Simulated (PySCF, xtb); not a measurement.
hydrogen (H₂), SMILES [H][H].

GFN2-xTB (xtb 6.7.1) at its own geometry gives an orbital gap of 16.12 eV and a dipole moment of 0.00 D.

Geometry: PBE0-D3(BJ)/def2-TZVPD.

**Question.** What does PBE/def2-TZVPD (PySCF) give? (An estimate is asked for; the answer gives what the named calculation found.)

**Answer.** gap 11.16 eV (levels -10.35 and 0.81 eV), dipole 0.00 D.
